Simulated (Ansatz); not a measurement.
`[AlH2]/[CH]=C/B[SiH3]` + `[SiH3]Cl` → `[SiH3]B[SiH2]Cl` + `C=[CH][AlH2]`  (formal exchange of groups at a B–C bond)

Isolated molecules relaxed with PBE0-D4/def2-TZVP in Ansatz; ΔE leaves out vibrations. CBS: MP2 limit from def2 TZ/QZ plus the TZ coupled-cluster correction, frozen cores. This one scheme is used for every species. Functionals use def2-TZVPP. One conformer a species, not always the lowest.

```tsv
species	PBE energy (Eh)
`[AlH2]/[CH]=C/B[SiH3]`	-637.31860
`[SiH3]Cl`	-751.20853
`[SiH3]B[SiH2]Cl`	-1067.13362
`C=[CH][AlH2]`	-321.38322
```

Problem. Work out ΔE.

Solution. ΔE = (-1067.13362) + (-321.38322) − (-637.31860) − (-751.20853) = 0.01029 Eh = +27.0 kJ/mol. CCSD(T)/CBS gives +31.3 kJ/mol.

Largest T1 diagnostic among the species: 0.013.
